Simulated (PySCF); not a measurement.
Chain-length series, n-germane H/H (end groups after the name). All species are isolated molecules in the gas phase. One relaxed conformer stands for each flexible species; it need not be the lowest. Strings in code marks are SMILES.

The HOMO–LUMO gap from two functionals at the same geometries (PBE0-D3(BJ)/def2-SVP), both in PySCF: PBE-D3(BJ)/def2-TZVP and PBE0-D3(BJ)/def2-TZVP. 

| species | PBE0-D3(BJ)/def2-TZVP (eV) |
|---|---|
| n = 2 (`[GeH3][GeH3]`) | 8.57 |
| n = 3 (`[GeH3][GeH2][GeH3]`) | 7.78 |
| n = 6 (`[GeH2]([GeH2][GeH2][GeH2][GeH3])[GeH3]`) | 6.28 |

Question: What does PBE-D3(BJ)/def2-TZVP give for each?

Answer: 
- n = 2 (`[GeH3][GeH3]`): 6.62
- n = 3 (`[GeH3][GeH2][GeH3]`): 5.93
- n = 6 (`[GeH2]([GeH2][GeH2][GeH2][GeH3])[GeH3]`): 4.61
Over these rows, drawn at random from the members with no instability flagged (it was tested for open shells, ions and some series alone), PBE minus PBE0-D3(BJ): mean -1.82 eV, from -1.95 eV to -1.66 eV.
